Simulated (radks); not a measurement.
Values are calculated unless marked as measured or tabulated.
Problem. Cd2+, 46 electrons, occupied as [Kr] 4d9.5 5d0.5 (fractional occupations, a model configuration). Code: a radial shooting solver on a logarithmic mesh with Libxc functionals. Model: Dirac Kohn-Sham, RPBE, spin-unpolarised, spherical densities, finite nucleus; open shells fill j = l - 1/2 first; Fermi nuclear charge, rms radius 4.6087 fm. Some entries of the table are withheld. Estimate them.

| orbital | occ. | eigenvalue (hartree) | <r^2> (bohr^2) | <1/r> (bohr^-1) |
|---|---|---|---|---|
| 1s1/2 | 2 | -975.0894 | 0.001249 | 50.65 |
| 2s1/2 | 2 | -145.4676 | 0.02037 | (1) |
| 2p1/2 | 2 | -135.4671 | 0.01520 | (2) |
| 2p3/2 | 4 | -128.3950 | 0.01652 | (3) |
| 3s1/2 | 2 | -27.82515 | 0.1467 | 4.106 |
| 3p1/2 | 2 | -23.81930 | 0.1419 | 4.012 |
| 3p3/2 | 4 | -22.55606 | 0.1508 | 3.832 |
| 3d3/2 | 4 | -15.47483 | 0.1317 | 3.671 |
| 3d5/2 | 6 | -15.21814 | 0.1344 | 3.625 |
| 4s1/2 | 2 | -4.75649 | 0.8735 | 1.581 |
| 4p1/2 | 2 | -3.47140 | 1.003 | 1.462 |
| 4p3/2 | 4 | -3.25697 | 1.069 | 1.405 |
| 4d3/2 | 4 | -1.28570 | (4) | 1.099 |
| 4d5/2 | 5.5 | -1.25843 | (5) | 1.084 |
| 5d3/2 | 0.5 | -0.32037 | 23.27 | 0.2771 |
| 5d5/2 | 0 | -0.31867 | 23.55 | 0.2756 |

Solution. 
(1) 2s1/2 <1/r> (bohr^-1): 11.69
(2) 2p1/2 <1/r> (bohr^-1): 11.67
(3) 2p3/2 <1/r> (bohr^-1): 10.94
(4) 4d3/2 <r^2> (bohr^2): 1.762
(5) 4d5/2 <r^2> (bohr^2): 1.807
